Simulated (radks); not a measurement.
Q: The mean radii <r> (bohr) of the occupied orbitals of an atom or ion are listed with their occupations. Method: scalar-relativistic Kohn-Sham, Slater X-alpha with alpha = 0.662, spin-unpolarised, spherical densities, finite nucleus; Fermi nuclear charge, rms radius of each element as measured or else 0.836 A^(1/3) + 0.57 fm; computed with a radial shooting solver on a logarithmic mesh with Libxc functionals.

orbital  occ.      <r>
1s          2  0.04707
2s          2   0.2104
2p          6   0.1839
3s          2   0.6255
3p          6   0.6476
3d         10   0.7276
4s          1    1.853

Name the element and its charge.

A: Z = 32, germanium, charge +3: Ge3+ in [Ar] 3d10 4s1. The 1s radius gives Z: for a bare nucleus <r> = (2 gamma + 1)/(2Z) with gamma = sqrt(1 - (Z/c)^2), 0.04601 bohr for Z = 32, and screening makes it slightly larger (0.04707 here). The occupations add up to 29, and the charge is Z minus that.
